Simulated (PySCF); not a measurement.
Vertical excitations of a molecule C5H10 from PySCF 2.14.0 with TDA-CAM-B3LYP/def2-SVPD, as energy in eV (oscillator strength): 7.23 (0.063), 7.82 (0.477), 7.85 (0.008), 8.04 (0.000), 8.28 (0.072), 8.60 (0.022), 8.70 (0.024), 9.05 (0.007), 9.20 (0.026), 9.33 (0.035). Lowest triplet (TDA): 4.42 eV. Coordinates come from a PBE0-D3(BJ)/def2-SVP optimisation. The values are those of a single conformer.

### Question
Which structure fits?
A. CC=C(C)C
B. C=CC(C)C
C. C=C(C)CC
D. C1CCCC1

### Answer
B, C=CC(C)C
